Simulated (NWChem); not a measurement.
Everything below was run with NWChem. System: C2H3I, charge 0, spin multiplicity 1, at a geometry optimised with B3LYP/def2-SVP with def2 effective core potentials on I. The structure started from a generated list of species. Level: MP2/def2-TZVPD with def2 effective core potentials on I, 6 core orbitals frozen.

The NWChem input:

```
start mol
memory heap 200 mb stack 900 mb global 1100 mb
geometry units angstroms nocenter noautoz
  C      2.458523    -0.386607     0.000000
  C      1.243404    -0.927270     0.000000
  I     -0.551710     0.193120     0.000000
  H      2.631029     0.692592     0.000000
  H      3.337499    -1.040449     0.000000
  H      1.060553    -2.004242     0.000000
  symmetry group Cs
end
basis spherical
  * library def2-tzvpd
end
ecp
  I library def2-ecp
end
scf
  rhf
  nopen 0
  maxiter 100
  thresh 1e-7
  semidirect memsize 60000000 filesize 0
end
mp2
  freeze core 6
end
task mp2 energy
```

Output (cleaned and shortened):

```
             Northwest Computational Chemistry Package (NWChem) 7.3.0
             --------------------------------------------------------

                                NWChem Input Module
                                -------------------

 Scaling coordinates for geometry "geometry" by  1.889725989
 (inverse scale =  0.529177249)

 Turning off AUTOSYM since
 SYMMETRY directive was detected!

                             Geometry "geometry" -> ""
                             -------------------------

 Output coordinates in angstroms (scale by  1.889725989 to convert to a.u.)

  No.       Tag          Charge          X              Y              Z
 ---- ---------------- ---------- -------------- -------------- --------------
    1 C                    6.0000     2.45852300    -0.38660700     0.00000000
    2 C                    6.0000     1.24340400    -0.92727000     0.00000000
    3 I                   53.0000    -0.55171000     0.19312000     0.00000000
    4 H                    1.0000     2.63102900     0.69259200     0.00000000
    5 H                    1.0000     3.33749900    -1.04044900     0.00000000
    6 H                    1.0000     1.06055300    -2.00424200     0.00000000

 Effective nuclear repulsion energy (a.u.)     188.4757593434

            Nuclear Dipole moment (a.u.)
            ----------------------------
        X                 Y               Z
 ---------------- ---------------- ----------------
     0.0000245664    -0.0000018897     0.0000000000

      Symmetry information
      --------------------

 Group name             Cs
 Group number              2
 Group order               2
 No. of unique centers     6

      Symmetry unique atoms

     1    2    3    4    5    6


 Summary of "ao basis" -> "" (spherical)
 ------------------------------------------------------------------------------
       Tag                 Description            Shells   Functions and Types
 ---------------- ------------------------------  ------  ---------------------
 *                         def2-tzvpd                 on all atoms

 Summary of "ao basis" -> "ao basis" (spherical)
 ------------------------------------------------------------------------------
       Tag                 Description            Shells   Functions and Types
 ---------------- ------------------------------  ------  ---------------------
 C                         def2-tzvpd               13       37   6s3p3d1f
 I                         def2-tzvpd               19       59   7s6p4d2f
 H                         def2-tzvpd                5        9   3s2p

                                 NWChem SCF Module
                                 -----------------

  ao basis        = "ao basis"
  functions       =   160
  atoms           =     6
  closed shells   =    20
  open shells     =     0
  charge          =   0.00
  wavefunction    = RHF
  use symmetry    = T
  symmetry adapt  = T

 Summary of "ao basis" -> "ao basis" (spherical)
 ------------------------------------------------------------------------------
       Tag                 Description            Shells   Functions and Types
 ---------------- ------------------------------  ------  ---------------------
 C                         def2-tzvpd               13       37   6s3p3d1f
 I                         def2-tzvpd               19       59   7s6p4d2f
 H                         def2-tzvpd                5        9   3s2p

      Symmetry analysis of basis
      --------------------------

        a'        110
        a"         50

 Forming initial guess at       0.3s

      Superposition of Atomic Density Guess
      -------------------------------------

 Sum of atomic energies:        -424.00448381

      Non-variational initial energy
      ------------------------------

 Total energy =    -374.685814
 1-e energy   =    -825.905813
 2-e energy   =     347.424640
 HOMO         =      -0.292444
 LUMO         =      -0.012318

      Symmetry analysis of molecular orbitals - initial
      -------------------------------------------------

  Numbering of irreducible representations:

     1 a'          2 a"

  Orbital symmetries:

     1 a'          2 a'          3 a'          4 a'          5 a'
     6 a"          7 a'          8 a'          9 a"         10 a'
    11 a"         12 a'         13 a'         14 a'         15 a'
    16 a'         17 a'         18 a"         19 a'         20 a"
    21 a'         22 a"         23 a'         24 a'         25 a"
    26 a'         27 a'         28 a'         29 a'         30 a"

 Starting SCF solution at       6.0s

 ----------------------------------------------
         Quadratically convergent ROHF

 Convergence threshold     :          1.000E-07
 Maximum no. of iterations :          100
 Final Fock-matrix accuracy:          1.000E-09
 ----------------------------------------------

              iter       energy          gnorm     gmax       time
             ----- ------------------- --------- --------- --------
                 1     -374.1017356916  6.13D-01  1.40D-01      6.4
                 2     -374.1306535159  3.62D-01  7.52D-02      6.8
                 3     -374.1387824469  1.90D-02  6.46D-03      8.4
                 4     -374.1388636474  2.73D-04  4.55D-05     11.6
                 5     -374.1388636578  2.66D-08  6.10D-09     16.4

       Final RHF  results
       ------------------

         Total SCF energy =   -374.138863657779
      One-electron energy =   -827.788075723757
      Two-electron energy =    349.853851981427
 Nuclear repulsion energy =    103.795360084551

        Time for solution =     10.5s

       Symmetry analysis of molecular orbitals - final
       -----------------------------------------------

  Numbering of irreducible representations:

     1 a'          2 a"

  Orbital symmetries:

     1 a'          2 a'          3 a'          4 a'          5 a"
     6 a'          7 a'          8 a"          9 a'         10 a'
    11 a"         12 a'         13 a'         14 a'         15 a'
    16 a'         17 a'         18 a"         19 a'         20 a"
    21 a'         22 a'         23 a"         24 a'         25 a'
    26 a"         27 a'         28 a'         29 a'         30 a"

             Final eigenvalues
             -----------------

              1
    1  -11.2941
    2  -11.2569
    3   -7.7362
    4   -5.5903
    5   -5.5814
    6   -5.5814
    7   -2.2865
    8   -2.2819
    9   -2.2818
   10   -2.2718
   11   -2.2718
   12   -1.0662
   13   -0.9006
   14   -0.7745
   15   -0.6464
   16   -0.5961
   17   -0.4629
   18   -0.4411
   19   -0.3718
   20   -0.3465
   21    0.0460
   22    0.0592
   23    0.0627
   24    0.0767
   25    0.0951
   26    0.1106
   27    0.1201
   28    0.1265
   29    0.1549
   30    0.1787

                       ROHF Final Molecular Orbital Analysis
                       -------------------------------------

 Vector   18  Occ=2.000000D+00  E=-4.410833D-01  Symmetry=a"
              MO Center=  1.0D+00, -4.4D-01, -1.0D-14, r^2= 2.7D+00
   Bfn.  Coefficient  Atom+Function         Bfn.  Coefficient  Atom+Function
  ----- ------------  ---------------      ----- ------------  ---------------
    93      0.303841  3 I  pz                87     -0.245335  3 I  pz
    49      0.243865  2 C  pz                46      0.240771  2 C  pz
    12      0.200676  1 C  pz                 9      0.199308  1 C  pz
    90      0.188777  3 I  pz

 Vector   19  Occ=2.000000D+00  E=-3.717924D-01  Symmetry=a'
              MO Center= -5.1D-01,  1.7D-01,  8.2D-14, r^2= 2.2D+00
   Bfn.  Coefficient  Atom+Function         Bfn.  Coefficient  Atom+Function
  ----- ------------  ---------------      ----- ------------  ---------------
    92      0.486903  3 I  py                86     -0.388617  3 I  py
    89      0.304122  3 I  py                91      0.291249  3 I  px
    85     -0.230933  3 I  px                95      0.222743  3 I  py
    88      0.180650  3 I  px

 Vector   20  Occ=2.000000D+00  E=-3.464610D-01  Symmetry=a"
              MO Center=  2.5D-01, -5.1D-02,  4.7D-14, r^2= 3.6D+00
   Bfn.  Coefficient  Atom+Function         Bfn.  Coefficient  Atom+Function
  ----- ------------  ---------------      ----- ------------  ---------------
    93      0.482156  3 I  pz                87     -0.380940  3 I  pz
    90      0.299378  3 I  pz                96      0.239799  3 I  pz
    12     -0.180600  1 C  pz                 9     -0.178697  1 C  pz

 Vector   21  Occ=0.000000D+00  E= 4.595909D-02  Symmetry=a'
              MO Center= -2.2D+00,  1.2D+00, -2.3D-14, r^2= 1.7D+01
   Bfn.  Coefficient  Atom+Function         Bfn.  Coefficient  Atom+Function
  ----- ------------  ---------------      ----- ------------  ---------------
    43      2.615387  2 C  s                  5     -1.564316  1 C  s
    81     -1.416542  3 I  s                 97     -1.359715  3 I  px
    98      0.970907  3 I  py                42      0.760168  2 C  s
   136     -0.724729  4 H  s                 14      0.602368  1 C  py
   145      0.571846  5 H  s                 51      0.525685  2 C  py

 Vector   22  Occ=0.000000D+00  E= 5.919437D-02  Symmetry=a'
              MO Center= -1.1D+00, -2.7D-01,  2.1D-15, r^2= 2.0D+01
   Bfn.  Coefficient  Atom+Function         Bfn.  Coefficient  Atom+Function
  ----- ------------  ---------------      ----- ------------  ---------------
     5      2.084990  1 C  s                 42     -2.062502  2 C  s
    98      0.990225  3 I  py                97      0.918834  3 I  px
   136      0.805610  4 H  s                 13     -0.790280  1 C  px
     6     -0.727185  1 C  s                 50     -0.611576  2 C  px
    14     -0.538860  1 C  py                51     -0.531819  2 C  py

 Vector   23  Occ=0.000000D+00  E= 6.267831D-02  Symmetry=a"
              MO Center= -5.8D-01,  2.7D-01,  5.3D-13, r^2= 2.0D+01
   Bfn.  Coefficient  Atom+Function         Bfn.  Coefficient  Atom+Function
  ----- ------------  ---------------      ----- ------------  ---------------
    99      1.251792  3 I  pz                96     -0.571390  3 I  pz
    64      0.167067  2 C  d -1

------------------------------------------------------------
EAF file 0: "./mol.aoints.0" size=524288 bytes
------------------------------------------------------------
               write      read    awrite     aread      wait
               -----      ----    ------     -----      ----
     calls:        1        19         0         0         0
   data(b): 5.24e+05  9.96e+06  0.00e+00  0.00e+00
   time(s): 0.00e+00  0.00e+00  0.00e+00  0.00e+00  0.00e+00
rate(mb/s): 0.00e+00  0.00e+00
------------------------------------------------------------

 center of mass
 --------------
 x =  -0.22718634 y =   0.07820432 z =   0.00000000

 moments of inertia (a.u.)
 ------------------
          79.290393013293         149.276950243630           0.000000000000
         149.276950243630         524.312652073541           0.000000000000
           0.000000000000           0.000000000000         603.603045086834

  Mulliken analysis of the total density
  --------------------------------------

    Atom       Charge   Shell Charges
 -----------   ------   -------------------------------------------------------
    1 C    6     6.48   0.85  1.12  0.50  0.62  0.28  0.01  1.22  1.33  0.46  0.02  0.05  0.00  0.01
    2 C    6     6.09   0.86  1.12  0.49  0.65  0.14 -0.03  1.16  1.36  0.19  0.02  0.08  0.03  0.01
    3 I   25    25.08   0.19 -0.77  1.58  1.01  1.08  0.89  0.04 -0.49  6.44  1.33  2.77  0.93  0.01  9.23  0.77  0.06 -0.00  0.01  0.00
    4 H    1     0.80   0.26  0.48  0.04  0.02 -0.01
    5 H    1     0.84   0.26  0.49  0.05  0.02  0.02
    6 H    1     0.71   0.26  0.48 -0.02  0.02 -0.04

       Multipole analysis of the density wrt the origin
       ------------------------------------------------

     L   x y z        total         open         nuclear
     -   - - -        -----         ----         -------
     0   0 0 0      0.000000      0.000000     40.000000

     1   1 0 0      0.580185      0.000000     29.192285
     1   0 1 0     -0.255322      0.000000    -10.218431
     1   0 0 1     -0.000000      0.000000      0.000000

     2   2 0 0    -25.999238      0.000000    258.323354
     2   1 1 0     -1.224638      0.000000    -68.065376
     2   1 0 1      0.000000      0.000000      0.000000
     2   0 2 0    -27.908003      0.000000     44.878833
     2   0 1 1      0.000000      0.000000      0.000000
     2   0 0 2    -31.727331      0.000000      0.000000

                   NWChem MP2 Semi-direct Energy/Gradient Module
                   ---------------------------------------------

  Basis functions       =    160
  Molecular orbitals    =    160
  Frozen core           =      6
  Frozen virtuals       =      0
  Active alpha occupied =     14
  Active beta occupied  =     14
  Active alpha virtual  =    140
  Active beta virtual   =    140
  Use MO symmetry       = T
  Use skeleton AO sym   = T

  AO/Fock/Back tols     =   1.0D-09  1.0D-09  1.0D-09

 GA uses MA = F    GA memory limited = T

 Available:
  local mem=  1.26D+08
 global mem=  1.44D+08
 local disk=  0.00D+00
  mp2_memr nvloc                   140
  nvloc new                   140
   1 passes of  14:        5242880                     150184                  84383383.
   1 passes of  14: M    126137896           G      144128000           F     120895016.

 Semi-direct pass number   1 of   1  for RHF alpha+beta  at       16.6s
  vrange nnbf                 12656
  mp2_eaftype                   321  avail_ma_in_mb                  1099
 EAF : mp2_eaftype filesize         321   42191691.
  mp2_eaf for mointskh                    321
Node 0 wrote    198.4 Mb in      0.1 s     Agg I/O rate:  1491.9 Mb/s
 Done moints_semi at       39.5s
  mp2_eaftype                   321  avail_ma_in_mb                   778
 EAF : mp2_eaftype filesize         321   42191691.
  mp2_eaf for kh                   321
 Done maket at       41.0s
 Done multipass loop at       41.0s

          -------------------------------------------
          SCF energy                -374.138863657779
          Correlation energy          -0.820691298664
          Singlet pairs               -0.433231785941
          Triplet pairs               -0.387459512723
          Total MP2 energy          -374.959554956443
          -------------------------------------------

          ---------------------------------------------------
                    Spin Component Scaled (SCS) MP2
          Same spin pairs                     -0.258306341815
          Same spin scaling factor             0.333333333333
          Opposite spin pairs                 -0.562384956849
          Opposite spin scaling fact.          1.200000000000
          SCS-MP2 correlation energy          -0.760964062157
          Total SCS-MP2 energy              -374.899827719936
          ---------------------------------------------------

 -----------------------
 Performance information
 -----------------------

 Timer overhead =  1.90D-07 seconds/call

               Nr. of calls         CPU time (s)                 Wall time (s)                GFlops
             ---------------    -------------------     ------------------------------   -------------------
Name         Min   Avg   Max    Min     Avg     Max     Min     Avg     Max   Mx/calls   Min     Max     Sum
mp2: moin     1     1     1    23.     23.     23.      23.     23.     23.     23.      0.0     0.0     0.0
mp2: make     1     1     1    1.6     1.6     1.6      1.6     1.6     1.6     1.6      0.0     0.0     0.0
mp2: tota     1     1     1    25.     25.     25.      25.     25.     25.     25.      0.0     0.0     0.0

 The average no. of pstat calls per process was 3.00D+00
 with a timing overhead of 5.69D-07s

 Task  times  cpu:       41.0s     wall:       41.0s

 Total times  cpu:       41.0s     wall:       41.0s
```
